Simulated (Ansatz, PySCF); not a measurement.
BrH4NO2Si, SMILES N[Si](O)(O)Br.

Geometry: PBE0-D3(BJ)/def2-SVP. The structure was generated by enumeration, and PubChem lists no compound with its InChIKey, so it may never have been made. The values are those of a single conformer.

Vertical ionisation energy (IE) and electron affinity (EA) in eV. Rows of orbital energies are one-electron estimates. Where ΔSCF, EOM or ADC give a negative EA the extra electron is unbound and the value depends on the basis.

```tsv
level	IE	EA
−ε(HOMO), −ε(LUMO), PBE0/def2-TZVP (PySCF)	7.87	-0.36
−ε(HOMO), −ε(LUMO), PBE/def2-TZVP (PySCF)	6.45	0.53
ΔSCF, PBE0/def2-SVPD (Ansatz), final states of multiplicity 2 and 2	10.05	-0.89
ΔSCF, PBE/def2-SVPD (Ansatz), final states of multiplicity 2 and 2	9.64	-0.67
```

**Question.** What vertical singlet–triplet gap does ΔSCF give with PBE0/def2-SVPD (Ansatz, an electronic-structure program) and with PBE/def2-SVPD (Ansatz)? (Estimate from the structure and the level; the computed values follow.)

**Answer.** 6.42 and 5.86 eV (triplet above singlet where positive).
